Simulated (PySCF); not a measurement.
Be(Cl)(NH2) (BeClH₂N), SMILES [Be]([Cl])[NH2].

Geometry optimised at PBE0-D3(BJ)/def2-TZVP. One conformer was computed; it need not be the lowest.

Computed with TDA-ωB97X/def2-TZVPD (PySCF).

Vertical excitations.  State labels are in the subgroup C2v.

Computed lowest excited states:
```tsv
state	symmetry	energy (eV)	λ (nm)	f	main pairs
S1	B1	6.21	200	0.068	HOMO→LUMO 87 %
S2	A2	6.54	189	0.000	HOMO→LUMO+4 54 %, HOMO→LUMO+1 43 %
S3	B1	7.93	156	0.042	HOMO→LUMO+2 53 %, HOMO→LUMO+5 17 %, HOMO−2→LUMO 14 %, HOMO→LUMO+10 9 %
S4	A2	8.07	154	0.000	HOMO→LUMO+1 43 %, HOMO→LUMO+4 30 %, HOMO→LUMO+6 12 %, HOMO→LUMO+11 11 %
S5	B2	8.26	150	0.098	HOMO−1→LUMO 72 %, HOMO−1→LUMO+2 17 %
S6	A1	8.26	150	0.065	HOMO→LUMO+3 67 %, HOMO→LUMO+7 16 %
S7	A2	8.43	147	0.000	HOMO−2→LUMO+4 52 %, HOMO−2→LUMO+1 44 %
S8	B1	8.44	147	0.096	HOMO−2→LUMO 57 %, HOMO−2→LUMO+2 15 %
S9	A1	8.71	142	0.000	HOMO−1→LUMO+1 25 %, HOMO−1→LUMO+4 25 %, HOMO→LUMO+3 19 %, HOMO→LUMO+8 8 %
S10	A1	8.90	139	0.362	HOMO→LUMO+7 32 %, HOMO→LUMO+8 29 %, HOMO−1→LUMO+4 11 %, HOMO−1→LUMO+1 9 %
T1	B1	5.95	208	0	HOMO→LUMO 84 %
T2	A2	6.54	190	0	HOMO→LUMO+4 55 %, HOMO→LUMO+1 42 %
T3	A1	7.08	175	0	HOMO→LUMO+3 44 %, HOMO→LUMO+7 40 %, HOMO→LUMO+8 11 %
T4	B1	7.82	159	0	HOMO→LUMO+2 46 %, HOMO−2→LUMO 21 %, HOMO→LUMO+5 13 %, HOMO→LUMO+10 8 %
```
Triplets are in the Tamm–Dancoff approximation.
